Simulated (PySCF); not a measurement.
# Which determinant of NaCa⁺ lies lowest?

Unrestricted PBE0; PySCF, no relativity, basis sets Na aug-pcseg-1, Ca aug-pcseg-1. Outer shells of the fragments: Na+ closed shells only; Ca 4s2.

Followed along the bond (rough minima from three points):

```json
{"2Ms+1": "1", "unpaired": "none", "⟨S²⟩ at the start": "0.00", "R at minimum (Å)": "3.54", "Te (eV)": "0.00"}
{"2Ms+1": "3", "unpaired": "σ ↑, π ↑", "⟨S²⟩ at the start": "2.00", "R at minimum (Å)": "3.41", "Te (eV)": "1.62"}
{"2Ms+1": "3", "unpaired": "σ ↑↑", "⟨S²⟩ at the start": "2.00", "R at minimum (Å)": "none in the scan", "Te (eV)": "≤ 1.01"}
```

Solutions found at the starting distance of 3.265 Å, counted from the lowest of them; the search is not exhaustive and high or unbound solutions are not listed, so other states can lie among these:

```json
{"2Ms+1": "1", "unpaired": "none", "term": "¹Σ⁺", "E (eV)": "0.00", "⟨S²⟩": "0.00", "⟨Lz²⟩": "0.00", "μ (D)": "-0.98"}
{"2Ms+1": "3", "unpaired": "σ ↑↑", "term": "³Σ⁺", "E (eV)": "1.22", "⟨S²⟩": "2.00", "⟨Lz²⟩": "0.00", "μ (D)": "-2.11"}
{"2Ms+1": "3", "unpaired": "σ ↑, π ↑", "term": "³Π", "E (eV)": "1.59", "⟨S²⟩": "2.00", "⟨Lz²⟩": "1.00", "μ (D)": "0.30"}
{"2Ms+1": "1", "unpaired": "σ ↑, π ↓", "term": "mixed", "E (eV)": "2.04", "⟨S²⟩": "1.00", "⟨Lz²⟩": "1.01", "μ (D)": "0.23"}
{"2Ms+1": "3", "unpaired": "σ ↑, δ ↑", "term": "³Δ", "E (eV)": "2.14", "⟨S²⟩": "2.00", "⟨Lz²⟩": "4.00", "μ (D)": "-1.86"}
{"2Ms+1": "1", "unpaired": "σ ↑, δ ↓", "term": "mixed", "E (eV)": "2.26", "⟨S²⟩": "1.00", "⟨Lz²⟩": "4.00", "μ (D)": "-1.28"}
```

A term symbol is given only where ⟨S²⟩ and ⟨Lz²⟩ are close to those of a pure state; real π, δ and φ orbitals otherwise mix terms. A positive dipole points towards Ca; it is taken about the centre of mass and depends on that origin.

Counting both spins, an empty level lies below a filled one in some of these solutions, because spin and occupation are held.
